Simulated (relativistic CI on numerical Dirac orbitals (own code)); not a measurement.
Ta LXXI: sensitivity of the levels to the model

Base calculation: Dirac-Coulomb-Breit CI, separate exchange-only KLI orbitals for each configuration, QED by a radiative potential, unscaled Slater integrals.

CI space (outside the closed core 1s2): 2s, 2p, 3s, 3p, 3d, 4s, 4p, 4d, 4f, 5s, 5p, 5d, 5f, 5g. Levels of other configurations are missing.

Variants: (1) Breit term removed. Shifts of the energy above 2s 2S_1/2, in eV, for the lowest level and the first level of each name with at least 55 % of one term (blank where a level changes its place among those of its configuration and J or its character, or is not in the variant):

```csv
Level,Base,Δ(1)
2s 2S_1/2,0.0,0.0
2p 2P°_1/2,189.8,-16.1
2p 2P°_3/2,1603.5,+3.0
3s 2S_1/2,10804.1,+11.0
3p 2P°_1/2,10855.4,+6.9
3p 2P°_3/2,11276.8,+11.8
3d 2D_3/2,11289.0,+14.9
3d 2D_5/2,11408.4,+15.1
4s 2S_1/2,14504.4,+13.5
4p 2P°_1/2,14525.1,+11.9
4p 2P°_3/2,14701.8,+13.8
4d 2D_3/2,14707.0,+15.1
4d 2D_5/2,14757.6,+15.2
4f 2F°_5/2,14757.8,+15.2
```

At this charge energies of transitions that change n are usually good to better than 1 %, and those within a shell (Δn = 0) to a few per cent.

Ionisation energy from the two ground configurations alone: base 19087 eV; Breit term removed 19102.3 eV. The NIST ASD value (theoretical) is 19088.5 eV.
